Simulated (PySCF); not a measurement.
Input, command and output of a PySCF 2.14 run on [CrCl4]2-: CASSCF of the metal shell, NEVPT2 and spin-orbit coupling.

```
{"job": {"kind": "lf", "basis": {"metal": "x2c-TZVPall", "ligand": "x2c-SVPall"}, "nevpt": true, "solvent": "water"}, "charge": -2, "metal": "Cr", "open_shell": "d4"}
Cr     0.000000     0.000000     0.000000
Cl     2.259597     0.000000     0.681332
Cl    -2.259597    -0.000000     0.681332
Cl     0.000000     2.259597    -0.681332
Cl     0.000000    -2.259597    -0.681332
```

```bash
OMP_NUM_THREADS=1 python lf_run.py task.json out
```

```
basis functions 120, electrons 94, active (4e, 5o)
stage 1: DIIS on the effective Fock matrix, level shift 0.30
cycle   1  E = -2891.3350229337  dE = -2.891e+03  max|g| = 1.332e+00
cycle   2  E = -2890.8627936385  dE =  4.722e-01  max|g| = 1.496e+00
cycle   3  E = -2891.1293039390  dE = -2.665e-01  max|g| = 1.946e+00
cycle   4  E = -2892.8690958775  dE = -1.740e+00  max|g| = 2.117e-01
cycle   5  E = -2892.9943943001  dE = -1.253e-01  max|g| = 1.175e-01
cycle   6  E = -2893.0269471273  dE = -3.255e-02  max|g| = 7.524e-02
cycle   7  E = -2893.0380654203  dE = -1.112e-02  max|g| = 3.678e-02
cycle   8  E = -2893.0399051220  dE = -1.840e-03  max|g| = 3.607e-02
cycle   9  E = -2893.0406840962  dE = -7.790e-04  max|g| = 1.759e-02
cycle  10  E = -2893.0408460629  dE = -1.620e-04  max|g| = 9.829e-03
cycle  11  E = -2893.0409221165  dE = -7.605e-05  max|g| = 6.925e-03
cycle  12  E = -2893.0409401515  dE = -1.803e-05  max|g| = 4.862e-03
cycle  13  E = -2893.0409501170  dE = -9.966e-06  max|g| = 3.906e-03
cycle  14  E = -2893.0409557512  dE = -5.634e-06  max|g| = 2.768e-03
cycle  15  E = -2893.0409587232  dE = -2.972e-06  max|g| = 2.259e-03
cycle  16  E = -2893.0409601558  dE = -1.433e-06  max|g| = 1.954e-03
cycle  17  E = -2893.0409610961  dE = -9.403e-07  max|g| = 1.692e-03
cycle  18  E = -2893.0409617296  dE = -6.335e-07  max|g| = 1.351e-03
cycle  19  E = -2893.0409620870  dE = -3.574e-07  max|g| = 1.204e-03
cycle  20  E = -2893.0409621983  dE = -1.113e-07  max|g| = 1.092e-03
cycle  21  E = -2893.0409622238  dE = -2.553e-08  max|g| = 1.086e-03
cycle  22  E = -2893.0409622048  dE =  1.900e-08  max|g| = 1.174e-03
cycle  23  E = -2893.0409621545  dE =  5.033e-08  max|g| = 1.220e-03
cycle  24  E = -2893.0409621156  dE =  3.890e-08  max|g| = 1.250e-03
cycle  25  E = -2893.0409621202  dE = -4.610e-09  max|g| = 1.289e-03
cycle  26  E = -2893.0409623114  dE = -1.912e-07  max|g| = 1.040e-03
stage 2: quasi-Newton rotations from the point of smallest gradient
cycle  28  E = -2893.0409631355  dE = -8.240e-07  max|g| = 2.563e-04
cycle  29  E = -2893.0409631952  dE = -5.977e-08  max|g| = 2.196e-04
cycle  30  E = -2893.0409632143  dE = -1.909e-08  max|g| = 2.235e-05
cycle  31  E = -2893.0409632147  dE = -3.524e-10  max|g| = 5.276e-06
converged average energy = -2893.0409632147

 mult deg   label        CASSCF/cm-1   NEVPT2/cm-1
   5   1   5B2                 0.0           0.0
   5   1   5B1              7761.5        9279.3
   5   2   5E               8809.7       10034.8
   5   1   5A1             10721.4       12625.8
   3   2   3E              19434.9       17849.9
   3   1   3B2             19571.0       18317.7
   3   1   3A2             20032.0       18901.9
   3   2   3E              22238.0       20584.4
   3   1   3A1             22190.3       20635.1
   3   1   3A2             23827.5       21580.0
   3   1   3B2             24168.7       21734.4
   3   2   3E              24074.3       21918.7
   1   1   1A1             27283.0       24785.5
   3   1   3A2             25614.4       25095.9
   1   2   1E              27709.8       25694.7
   3   1   3B1             26317.4       25974.1
   3   2   3E              26093.6       26065.8
   1   1   1A1             29986.9       26429.3
   3   1   3B1             27593.8       26441.5
   1   1   1B2             28170.4       26590.8
   3   2   3E              27860.0       26864.1
   3   1   3A2             28228.8       27337.3
   1   1   1B1             31142.3       28353.8
   3   2   3E              29685.8       28825.5
   1   2   1E              31781.2       29426.1
   3   1   3A1             30050.2       29601.9
   3   1   3B2             30436.3       29707.0
   1   1   1A2             32626.8       29982.1
   3   2   3E              30810.0       30135.9
   3   1   3B1             32553.7       31544.4
   3   1   3A1             32341.9       31604.2
   1   2   1E              34004.4       32818.8
   1   1   1A1             34531.7       33045.3
   1   1   1A2             34395.3       33208.1
   1   1   1B1             34411.4       33402.2
   3   2   3E              37022.7       34036.8
   1   1   1B2             35500.8       34334.8
   3   2   3E              34743.1       34374.0
   3   1   3B2             37181.9       34382.6
   3   1   3A2             35190.7       34428.2
   1   1   1A1             37478.7       35090.2
   1   2   1E              36331.9       35239.1
   1   2   1E              38251.1       35342.9
   1   1   1B2             38248.7       35408.0
   3   1   3A1             38449.6       35877.7
   3   1   3B1             39678.3       37038.0
   1   1   1B1             38224.5       37450.0
   1   1   1B1             43993.2       40342.8
   1   1   1A1             42567.5       40448.8
   1   1   1A1             44052.3       40701.4
   1   2   1E              43067.5       41176.9
   1   1   1A2             45849.8       41766.2
   1   1   1B2             44074.7       42569.2
   1   2   1E              47260.8       43584.5
   3   1   3A2             51002.6       45194.7
   1   1   1B2             49450.5       45202.2
   3   2   3E              53026.0       47254.5
   1   2   1E              51794.2       47415.3
   1   1   1B1             52854.8       50774.4
   3   1   3B2             57182.7       51415.3

spin-orbit levels / cm-1
      0.00  x2  5B2 1.00
      6.04  x2  5B2 1.00
      8.05  x1  5B2 1.00
   9262.38  x1  5B1 0.97
   9266.79  x2  5B1 0.97
   9280.20  x1  5B1 0.98
   9280.58  x1  5B1 0.99
   9925.59  x2  5E 1.00
   9971.32  x1  5E 0.98
   9998.43  x1  5E 0.99
  10042.15  x2  5E 0.98
  10088.13  x1  5E 1.00
  10109.39  x1  5E 0.97
  10157.52  x2  5E 0.99
  12639.10  x2  5A1 1.00
  12645.74  x2  5A1 0.99
  12647.94  x1  5A1 0.99
  17815.36  x1  3E 0.99
  17831.75  x1  3E 1.00
  17857.82  x2  3E 0.99
  17859.25  x1  3E 0.99
  17884.32  x1  3E 1.00
  18321.22  x2  3B2 0.99
  18332.70  x1  3B2 0.99
  18903.16  x2  3A2 1.00
  18912.04  x1  3A2 1.00
  20414.38  x1  3E 0.93 3A2 0.05
  20493.41  x1  3E 0.93 3A1 0.07
  20555.93  x2  3E 0.90 3A1 0.08
  20625.71  x2  3A1 0.90 3E 0.07
```

The job took 13 s on one thread of Arm Neoverse V1 (shared host), with 120 basis functions, launched as `OMP_NUM_THREADS=1 python lf_run.py task.json out`.

No frequencies were computed for the optimised geometry. NEVPT2 lifts 5B1 from 7762 to 9279 cm⁻¹; on the d shell alone such lifts tend to overshoot. Gaps between spin states lean to high spin in this active space.
